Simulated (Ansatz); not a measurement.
Program: Ansatz. Geometries: PBE0-D4/def2-TZVP. ΔE: electronic, gas phase. CCSD(T)/CBS is the MP2 limit (def2-TZVPP, def2-QZVPP) plus CCSD(T) − MP2 in def2-TZVPP, frozen cores. This one scheme is used for every species. Functionals use def2-TZVPP. B3LYP here is the variant with VWN-RPA as its local correlation; programs differ in this. One conformer a species, not always the lowest.

Consider the ligand exchange at the Al–S bond: `[CH3][Al]([CH3])[S]B(O)O` + H–F → `[CH3][Al]([CH3])[F]` + `OB(O)S`.

`[CH3][Al]([CH3])[S]B(O)O`:

```xyz
15

C     0.653    1.134    1.298
Al    0.103   -0.609    0.590
C     0.244   -2.247    1.627
S    -0.701   -0.822   -1.437
B    -0.688    0.851   -2.233
O    -0.319    2.012   -1.638
O    -1.084    0.941   -3.529
H     1.457    1.603    0.721
H    -0.171    1.854    1.368
H     1.035    1.003    2.315
H    -0.233   -3.096    1.133
H     1.295   -2.506    1.795
H    -0.210   -2.130    2.617
H    -0.050    1.915   -0.722
H    -1.330    0.095   -3.906
```

H–F:

Z-matrix (Å, degrees):
```
F
H 1 0.920
```

`[CH3][Al]([CH3])[F]`:

Cartesian coordinates in Å:
```
C -0.512 0.419 -1.625
Al -0.429 0.363 0.315
C 0.814 -0.679 1.383
F -1.515 1.295 1.153
H -1.327 1.049 -1.988
H 0.423 0.803 -2.045
H -0.648 -0.585 -2.042
H 1.416 -0.029 2.027
H 1.499 -1.273 0.772
H 0.278 -1.363 2.049
```

`OB(O)S`:

Z-matrix (Å, degrees):
```
B
O 1 1.357
S 1 1.829 2 115.3
O 1 1.365 2 119.2 3 180.0
H 2 0.961 1 112.0 3 -180.0
H 3 1.342 1 96.9 2 -180.0
H 4 0.957 1 115.3 2 -180.0
```

```tsv
level	ΔE (kJ/mol)
B3LYP-D4	-81.5
ωB97X-V	-80.5
r2SCAN	-77.9
PBE0	-74.1
CCSD/def2-TZVPP	-81.0
CCSD(T)/def2-TZVPP	-75.1
SCS-MP2/def2-QZVPP	-79.2
HF/CBS(def2)	-103.8
```

Task: What does CCSD(T)/CBS give? (Estimate.)

Result: The calculation gave: -72.7 kJ/mol. The listed levels differ from it by -8.8, -7.8, -5.2, -1.4, -8.3, -2.4, -6.5, -31.1 kJ/mol.

Largest T1 diagnostic among the species: 0.012.

In def2-TZVPP, CCSD(T) changes the Hartree–Fock value by +26.0 kJ/mol (the triples alone add +5.9 kJ/mol) and MP2 by +30.6 kJ/mol. The D4 term adds +13.9 kJ/mol with B3LYP and +8.1 kJ/mol with PBE0; it sums over pairs of atoms, weighted by their polarisabilities, and B3LYP, whose exchange is more repulsive, gets the larger term.
